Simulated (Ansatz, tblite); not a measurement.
Isomers of Si₃O₄⁻ (doublet), found by a short tight-binding search and relaxed with r2SCAN-D4/def2-SVPD in Ansatz.

The xTB rows come from tblite. Correlated methods freeze 19 core orbitals. In CCSD on the charge -1 doublet the largest single amplitude is 0.40, so its Hartree–Fock determinant may place the open shell otherwise than the density functionals do.

Run but left out: HF/def2-SVPD, HF/def2-TZVPD, MP2/def2-SVPD, MP2/def2-TZVPD (B: a determinant that CCSD turns far, T1 0.053).

A: At PBE-D4/def2-TZVPD the highest occupied level of the charge -1 doublet lies above zero (up to 0.05 eV). It is a level of α spin, whose loss leaves a singlet; that state wasn't run at this geometry and level. The electron is either unbound and held by the finite basis, or the level is raised by self-interaction error. B: At PBE-D4/def2-TZVPD, r2SCAN-D4/def2-TZVPD, PBE0-D4/def2-TZVPD, r2SCAN0-D4/def2-TZVPD the highest occupied level of the charge -1 doublet lies above zero (up to 0.78 eV). It is a level of α spin, whose loss leaves a singlet; that state wasn't run at this geometry and level. The electron is either unbound and held by the finite basis, or the level is raised by self-interaction error. At CCSD(T)/def2-SVPD T1 of the charge -1 doublet is large (up to 0.053), so the single-reference result is doubtful.

Other spin states weren't relaxed.

A:

Cartesian coordinates in Å:
```
Si -0.9170 -0.3632 -0.9354
Si -0.3419 0.8628 1.1621
Si 1.9639 -1.4422 -1.9727
O 0.5423 -1.3307 -1.1457
O -0.1094 1.2009 -0.4338
O -1.0748 -0.5835 0.8683
O -0.0630 1.6559 2.4571
```

B:

```xyz
7

Si   -0.556    0.646    0.927
Si    1.858    0.311   -1.013
Si   -0.615   -1.755   -1.058
O     0.859   -0.998   -1.431
O     0.883    1.043    0.275
O    -1.240    1.440    2.063
O    -1.189   -0.687    0.237
```

C:

```
atom   x (Å)   y (Å)   z (Å)
 Si1   1.572   1.430   0.256
 Si2  -0.383   0.652   1.352
 Si3   0.008  -0.794  -1.132
  O4   1.260   0.246  -1.068
  O5  -0.903  -0.565   0.216
  O6  -1.266   0.849   2.623
  O7  -0.289  -1.818  -2.247
```

D:

Cartesian coordinates in Å:
```
Si -0.258 -1.082 0.734
Si -0.303 1.244 0.369
Si 0.967 -0.279 -1.900
O -0.124 -2.019 1.977
O 0.645 -1.418 -0.696
O -1.261 2.419 0.746
O 0.335 1.135 -1.229
```

Task: Estimate which lies lowest at each level, and how far above it the others are (kJ/mol).

Result: 
```csv
level,A,B,C,D
GFN1-xTB,323.4,109.4,107.0,0.0
GFN2-xTB,176.2,38.0,0.0,11.4
PBE-D4/def2-TZVPD,89.5,0.0,50.7,52.7
r2SCAN-D4/def2-TZVPD,92.3,0.0,52.5,62.9
PBE0-D4/def2-TZVPD,83.4,0.0,51.2,65.0
r2SCAN0-D4/def2-TZVPD,84.8,0.0,53.3,71.7
PBE-QIDH/def2-TZVPD,66.5,0.0,39.5,61.0
CCSD/def2-SVPD,53.5,0.0,49.6,70.0
CCSD(T)/def2-SVPD,58.1,0.0,49.2,64.8
```
Point groups (tolerance 0.1 Å): A not assigned, B C2v, C Cs, D C2. Lower isomers may exist.
